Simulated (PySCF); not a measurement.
BeFCl, SMILES [F][Be][Cl].

Geometry optimised at PBE-D3(BJ)/def2-TZVP.

Vertical ionisation energy (IE) and electron affinity (EA) in eV. Rows of orbital energies are one-electron estimates. Where ΔSCF, EOM or ADC give a negative EA the extra electron is unbound and the value depends on the basis.

```csv
level,IE,EA
"−ε(HOMO), −ε(LUMO), B3LYP/def2-TZVPD (PySCF)",___,___
"−ε(HOMO), −ε(LUMO), PBE/def2-TZVPD (PySCF)",8.39,1.39
```

Problem. Some entries are withheld; supply them. (An estimate is asked for; the answer gives what the named calculation found.)

Solution. 
- −ε(HOMO), −ε(LUMO), B3LYP/def2-TZVPD (PySCF), IE: 9.53
- −ε(HOMO), −ε(LUMO), B3LYP/def2-TZVPD (PySCF), EA: 1.01
